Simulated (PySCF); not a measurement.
# Spinor energies of Sn³⁺ (tin, charge +3)

Start: [Kr] 4d9 5s2; 4d3/2 filled at m_j = -3/2, -1/2, +1/2, +3/2; 4d5/2 filled at m_j = -3/2, -1/2, +1/2, +3/2, +5/2. Calculated with PySCF 2.14 in x2c-TZVPall-2c: generalised Hartree-Fock with the X2C-1e Hamiltonian and a Gaussian nucleus; one run each with spin-orbit coupling (SO) switched off, then screened by Boettger's factors. This is a chosen level, not necessarily the ground level.

```json
{"spinor shell": "1s1/2", "electrons": "2", "ε, spin-free (eV)": "-29385.0", "ε, screened SO (eV)": "-29382.2", "weight of nominal j (screened SO)": "1.000", "rms radius, screened SO (bohr)": "0.0333"}
{"spinor shell": "2s1/2", "electrons": "2", "ε, spin-free (eV)": "-4561.4", "ε, screened SO (eV)": "-4560.6", "weight of nominal j (screened SO)": "1.000", "rms radius, screened SO (bohr)": "0.136"}
{"spinor shell": "2p1/2", "electrons": "2", "ε, spin-free (eV)": "-4091.6", "ε, screened SO (eV)": "-4251.7", "weight of nominal j (screened SO)": "1.000", "rms radius, screened SO (bohr)": "0.118"}
{"spinor shell": "3s1/2", "electrons": "2", "ε, spin-free (eV)": "-950.46", "ε, screened SO (eV)": "-950.22", "weight of nominal j (screened SO)": "1.000", "rms radius, screened SO (bohr)": "0.361"}
{"spinor shell": "3p1/2", "electrons": "2", "ε, spin-free (eV)": "-793.09", "ε, screened SO (eV)": "-823.27", "weight of nominal j (screened SO)": "1.000", "rms radius, screened SO (bohr)": "0.354"}
{"spinor shell": "3p3/2", "electrons": "4", "ε, spin-free (eV)": "-793.09", "ε, screened SO (eV)": "-779.19", "weight of nominal j (screened SO)": "1.000", "rms radius, screened SO (bohr)": "0.366"}
{"spinor shell": "3d3/2", "electrons": "4", "ε, spin-free (eV)": "-551.55", "ε, screened SO (eV)": "-556.95", "weight of nominal j (screened SO)": "0.999", "rms radius, screened SO (bohr)": "0.339"}
{"spinor shell": "3d5/2", "electrons": "6", "ε, spin-free (eV)": "-551.55", "ε, screened SO (eV)": "-547.71", "weight of nominal j (screened SO)": "0.999", "rms radius, screened SO (bohr)": "0.342"}
{"spinor shell": "4s1/2", "electrons": "2", "ε, spin-free (eV)": "-196.02", "ε, screened SO (eV)": "-195.96", "weight of nominal j (screened SO)": "1.000", "rms radius, screened SO (bohr)": "0.868"}
{"spinor shell": "4p1/2", "electrons": "2", "ε, spin-free (eV)": "-145.39", "ε, screened SO (eV)": "-151.82", "weight of nominal j (screened SO)": "0.990", "rms radius, screened SO (bohr)": "0.922"}
{"spinor shell": "4p3/2", "electrons": "4", "ε, spin-free (eV)": "-145.39", "ε, screened SO (eV)": "-142.38", "weight of nominal j (screened SO)": "0.995", "rms radius, screened SO (bohr)": "0.950"}
{"spinor shell": "4d3/2", "electrons": "4", "ε, spin-free (eV)": "-70.682", "ε, screened SO (eV)": "-71.633", "weight of nominal j (screened SO)": "0.927", "rms radius, screened SO (bohr)": "1.13"}
{"spinor shell": "4d5/2", "electrons": "5", "ε, spin-free (eV)": "-70.682", "ε, screened SO (eV)": "-69.956", "weight of nominal j (screened SO)": "0.942", "rms radius, screened SO (bohr)": "1.14"}
{"spinor shell": "5s1/2", "electrons": "2", "ε, spin-free (eV)": "-40.950", "ε, screened SO (eV)": "-40.944", "weight of nominal j (screened SO)": "1.000", "rms radius, screened SO (bohr)": "2.25"}
```

Where does 2p3/2 lie, and what is the 2p spin-orbit splitting (screened SO)?

At -4018.5 eV, 233.15 eV above 2p1/2.

```json
{"quantity": "E (hartree)", "spin-free": "-6170.43934", "screened SO": "-6171.91678"}
{"quantity": "M_J", "spin-free": "5/2", "screened SO": "5/2"}
{"quantity": "⟨J²⟩", "spin-free": "8.754", "screened SO": "8.754"}
{"quantity": "⟨L²⟩", "spin-free": "6.003", "screened SO": "6.021"}
{"quantity": "⟨S²⟩", "spin-free": "0.750", "screened SO": "0.767"}
```

Each row is a mean over spinors that exchange with the open shell spreads, by up to 6.715 eV (4p3/2).

Breit and QED terms are absent; they matter most for the inner s and p1/2 levels.

Densities and radii are taken from the X2C orbitals without a picture-change correction, which distorts them close to the nucleus.

Without spin-orbit coupling the j labels of p, d and f shells carry no meaning; the spin-free column gives the mean over the occupied spinors of each nl shell.
